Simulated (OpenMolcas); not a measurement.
# Fe III: effect of the active space

```yaml
Program: OpenMolcas 26.06
Method: SS-CASPT2, IPEA 0.25 Eh, imaginary shift 0.1 Eh
Basis: ANO-R3
Scalar_Hamiltonian: X2C, finite nucleus
Spin-orbit_coupling: state interaction with AMFI integrals over the reference wave functions, term energies averaged over their components
```

A. 6 electrons in 5 orbitals (3d); 2S+1 = 5 even, 5 roots; 2S+1 = 3 even, 45 roots; 2S+1 = 1 even, 50 roots; closed shells correlated: 3s 3p; CASPT2 step about 60 core-seconds
B. 6 electrons in 6 orbitals (3d 4s); 2S+1 = 5 even, 30 roots; 2S+1 = 7 even, 1 root kept (CI in the orbitals of an earlier block); 2S+1 = 3 even, 122 roots kept (CI in the orbitals of an earlier block, 98 in the spin-orbit step); 2S+1 = 1 even, 96 roots kept (CI in the orbitals of an earlier block, 69 in the spin-orbit step); closed shells correlated: 3s 3p; CASPT2 step about 2.6 core-minutes

Energies in cm⁻¹ above 3d⁶ ⁵D₄, the measured ground level; measured values from Corliss and Sugar, J. Phys. Chem. Ref. Data 11, 135 (1982).

```tsv
Level	A	B	Measured
3d⁶ ⁵D₄	0.0	0.0	0.0
3d⁶ ⁵D₃	438	476	436
3d⁶ ⁵D₂	745	806	739
3d⁶ ⁵D₁	942	1018	932
3d⁶ ⁵D₀	1039	1122	1027
3d⁶ ³P₂(1)	18780	18380	19405
3d⁶ ³H₆	19760	19560	20051
3d⁶ ³H₅	19980	19790	20301
3d⁶ ³P₁(1)	20060	19780	20688
3d⁶ ³H₄	20130	19940	20482
3d⁶ ³P₀(1)	20600	20360	21208
3d⁶ ³F₄(1)	21040	20690	21462
3d⁶ ³F₃(1)	21260	20930	21700
3d⁶ ³F₂(1)	21410	21100	21857
3d⁶ ³G₅	24290	23860	24559
3d⁶ ³G₄	24660	24280	24941
3d⁶ ³G₃	24850	24470	25142
3d⁶ ¹I₆	30030	29670	30356
3d⁶ ³D₁	30490	29680	30726
3d⁶ ³D₂	30500	29690	30716
3d⁶ ³D₃	30640	29840	30858
3d⁶ ¹G₄(1)	30790	29850	30886
3d⁶ ¹F₃	42650	41620	42897
3d⁶ ³P₀(2)	49770	47890	49148
```

Deviations, from unrounded energies. A percentage is the sum of absolute deviations over the sum of measured energies, with the sign that they share, or ± where signs differ.

```json
{"Against measurement": "mean absolute deviation (cm-1)", "Levels": "23", "A": "300", "B": "710"}
{"Against measurement": "fine structure of the ground term (%)", "Levels": "4", "A": "+1.0", "B": "+9.2"}
{"Against measurement": "other terms of the ground configuration (%)", "Levels": "19", "A": "±1.4", "B": "-3.2"}
```

A lies closest to measurement on these levels. The largest miss of A in the table is 3d⁶ ³P₁(1), by -620 cm-1. The ranking rests on the paired levels alone, and a cruder setting can come out closer through cancelling errors.

The spin-orbit steps hold different terms of 3d⁶ (B lacks a ¹D, a ¹S), which shifts levels as well.

Between A and B the level of the table that moves most is 3d⁶ ³P₀(2), by 1900 cm-1 (lowest in B, highest in A). Moves below CASPT2's spread within the term are not significant.

CASPT2 breaks the degeneracy within a term, and the mean is taken; among the terms shown or strongly mixed into the levels shown the widest spread is 460 cm-1 (3d⁶ ¹G(1), B). Over all roots computed the reference weight is 0.88 to 0.94 in B; the roots of lowest weight are the least certain, and an intruder state may touch them. The CASPT2 spread within a term exceeds the gap to the next term for 3d⁶ ³D and 3d⁶ ¹G(1), so the order of their levels is uncertain (figures for A; the like holds for B). Some high roots are left out of the spin-orbit mixing, which shifts the levels that they would mix with (holds for B). Terms from blocks run as CI alone lack orbitals of their own (holds for B). Computed and measured levels are paired by configuration, term and J; levels that our copy of the source lacks, or whose pairing is in doubt (as where it misses far off the trend of its configuration), stay unpaired and out of the deviations. Levels of configurations outside the active space are missing. The table leaves out levels that lie high or whose names do not pair safely across all columns.

A number in round brackets counts repeated terms of one configuration in the order of the reference energies.
